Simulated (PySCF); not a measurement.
**Choosing a basis for TDDFT**

C2H5F2NSi.
SMILES: `FC(F)/C=N/[SiH3]`

TDDFT with PBE0 (PySCF), vertical singlets, core orbitals frozen in the response, spherical d and f functions. Isolated species at its PBE0-D3(BJ)/def2-SVP geometry (one conformer only).

| basis | functions | diffuse | S1 (eV) | S2 (eV) | S3 (eV) | S4 (eV) | S5 (eV) | LUMO (eV) | α (au) |
| --- | --- | --- | --- | --- | --- | --- | --- | --- | --- |
| 6-31G* | 98 | no | 4.25 | 6.79 | 6.95 | 7.54 | 7.82 | -1.14 | 50.5 |
| def2-SVP | 113 | no | 4.17 | 6.90 | 6.96 | 7.39 | 7.68 | -1.37 | 53.4 |
| 6-31+G* | 122 | yes | 4.21 | 6.51 | 6.94 | 7.23 | 7.29 | -1.54 | 58.5 |
| def2-SVPD | 170 | yes | 4.14 | 6.69 | 6.86 | 7.17 | 7.53 | -1.61 | 63.4 |
| aug-cc-pVDZ | 187 | yes | 4.17 | 6.45 | 6.86 | 7.00 | 7.18 | -1.55 | 64.6 |
| def2-TZVP | 222 | no | 4.15 | 6.68 | 6.85 | 7.22 | 7.60 | -1.52 | 60.0 |
| def2-TZVPD | 279 | yes | 4.13 | 6.50 | 6.82 | 7.15 | 7.23 | -1.59 | 64.4 |

**Question.** How much do these states and the polarisability depend on the basis?

**Answer.** States are compared by their number. Against the largest diffuse basis here (def2-TZVPD, itself not a converged limit), sets without diffuse functions differ by up to 0.12 eV in S1 and 0.58 eV in S5; the smaller diffuse sets differ by up to 0.07 and 0.30 eV. State by state, the largest deviation of a set without diffuse functions is S1 0.12, S2 0.40, S3 0.14, S4 0.39, S5 0.58 eV. The same number needn't mean the same state in each row. Against def2-TZVPD the polarisability deviates by -22% in 6-31G*, -17% in def2-SVP, -9% in 6-31+G*, -2% in def2-SVPD, 0% in aug-cc-pVDZ, -7% in def2-TZVP. A single + in a Pople set puts diffuse functions on heavy atoms only.
